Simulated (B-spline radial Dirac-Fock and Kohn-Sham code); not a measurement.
## Lβ1 (L2-M4) energies across the elements Tb to Tl

Level of theory: ΔSCF Dirac-Fock with Breit, self-energy and vacuum polarisation, finite nucleus, configuration average; a radial B-spline solver. Free neutral atoms. The model has no electron correlation.

```
 Z  element  energy (eV)  wavelength (Å)
65       Tb       6978.6          1.7766
66       Dy       7249.5          1.7102
67       Ho       7527.3          1.6471
68       Er       7812.1          1.5871
69       Tm       8104.0          1.5299
70       Yb       8403.3          1.4754
71       Lu       8709.0          1.4236
72       Hf       9022.2          1.3742
73       Ta       9343.1          1.3270
74        W       9671.9          1.2819
75       Re      10008.8          1.2387
76       Os      10354.0          1.1974
78       Pt      11070.2          1.1200
79       Au      11441.6          1.0836
80       Hg      11822.3          1.0487
81       Tl      12212.5          1.0152
```

**Question.** How well does Moseley's law, √E linear in Z, describe these energies?

**Answer.** A straight-line fit gives √(E/eV) = 1.6848·(Z − 15.54). The slope squared is 0.2086 Ry, against 0.1389 Ry for a hydrogen-like ion. The residuals, fit less computed, are Tb -36.2, Dy -23.5, Ho -12.0, Er -1.8, Tm +6.9, Yb +13.9, Lu +20.2, Hf +24.6, Ta +27.0, W +27.2, Re +25.0, Os +20.2, Pt +1.8, Au -12.3, Hg -29.9, Tl -51.3 eV.
